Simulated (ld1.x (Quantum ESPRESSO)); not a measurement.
## u(r) = r·R(r): atom against pseudo-atom (fluorine)

Columns: radius, all-electron u(r) and pseudo u(r) of the 2p shell (level -11.29 eV) of fluorine in the configuration [He] 2s2 2p5; LDA (PZ), scalar-relativistic, TM semilocal scheme, ld1.x (Quantum ESPRESSO) 7.5.

```csv
r (bohr),all-electron,pseudo
0.080,0.0968,0.0345
0.160,0.2802,0.1327
0.240,0.4660,0.2796
0.320,0.6226,0.4528
0.400,0.7414,0.6267
0.480,0.8237,0.7778
0.560,0.8742,0.8895
0.640,0.8990,0.9550
0.720,0.9038,0.9768
0.800,0.8939,0.9643
0.880,0.8732,0.9292
0.960,0.8452,0.8829
1.040,0.8122,0.8335
1.120,0.7763,0.7859
1.200,0.7386,0.7419
1.280,0.7004,0.7011
1.360,0.6623,0.6624
1.440,0.6249,0.6249
1.520,0.5885,0.5885
1.600,0.5533,0.5533
1.680,0.5196,0.5196
1.760,0.4874,0.4874
1.840,0.4567,0.4567
1.920,0.4277,0.4277
2.000,0.4001,0.4001
2.080,0.3742,0.3742
```

How many radial nodes do the two functions have?

The all-electron 2p function has n − l − 1 = 0; the pseudo-wave has 0.

At about which radius was the pseudo-wave matched?

1.45 bohr. The columns agree to 0.0005 from 1.36 bohr on; several derivatives are matched, so the curves merge somewhat inside the radius.

Where does each function peak?

Outermost all-electron maximum near 0.72 bohr, pseudo maximum near 0.72 bohr (to the table’s step).

Is the pseudo-wave norm-conserving?

Yes: the TM semilocal scheme keeps the norm inside the radius equal to the all-electron one, which fixes the energy derivative of the logarithmic derivative at the level.
